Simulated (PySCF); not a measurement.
## Basis-set dependence of SrBr at PBE0

PySCF, UKS reference; doublet, unpaired electrons σ ↑; De to Sr + Br without counterpoise correction.

| basis | relativity | functions | Re (Å) | ωe (cm⁻¹) | De (eV) | μ (D) |
| --- | --- | --- | --- | --- | --- | --- |
| def2-SVP | scalar-relativistic core potentials | 55 | 2.762 | 219 | 3.88 | -4.86 |
| x2c-TZVPall | spin-free X2C | 111 | 2.726 | 216 | 3.86 | -4.74 |
| x2c-TZVPPall | spin-free X2C | 127 | 2.727 | 216 | 3.89 | -4.70 |

How does each smaller set differ from the one with most functions, x2c-TZVPPall?

def2-SVP: +3.5 pm, +1.4 % in ωe, -0.01 eV in De; x2c-TZVPall: -0.1 pm, +0.0 % in ωe, -0.03 eV in De. All at PBE0; the set with most functions is neither the basis-set limit nor always the best. The rows treat relativity differently, so the differences are not basis effects alone.

A positive dipole means Sr(−)Br(+). Spin–orbit coupling is left out. The state was picked by a PBE0 search and need not be the measured ground state.
